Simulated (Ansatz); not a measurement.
One change: `C=C(N)[SiH3]` becomes `C=C([SiH3])SC`.

Ansatz, PBE0-D4/def2-TZVP geometries, multiplicity 1. Each molecule was computed in one conformer, which needn't be the lowest.

```
                                          property  `C=C(N)[SiH3]`
               LUMO energy (B3LYP/def2-TZVPP) / eV           -0.03
               HOMO–LUMO gap (PBE/def2-TZVPP) / eV            4.37
             LUMO energy (ωB97M-V/def2-TZVPP) / eV            2.06
              HOMO–LUMO gap (PBE0/def2-TZVPP) / eV            6.44
size of the dipole moment (ωB97M-V/def2-TZVPP) / D            1.44
                HOMO energy (PBE0/def2-TZVPP) / eV           -6.25
```

Task: What does the change do to each property? (Best estimate.)

Result: Ansatz gave: 
```csv
property,`C=C([SiH3])SC`,shift
LUMO energy (B3LYP/def2-TZVPP) / eV,-0.72,-0.69
HOMO–LUMO gap (PBE/def2-TZVPP) / eV,3.73,-0.64
LUMO energy (ωB97M-V/def2-TZVPP) / eV,1.53,-0.53
HOMO–LUMO gap (PBE0/def2-TZVPP) / eV,5.74,-0.70
size of the dipole moment (ωB97M-V/def2-TZVPP) / D,0.94,-0.50
HOMO energy (PBE0/def2-TZVPP) / eV,-6.26,-0.01
```

Dipoles are sizes alone; their direction can turn.

B3LYP here is the variant with VWN-RPA as its local correlation; programs differ in this.
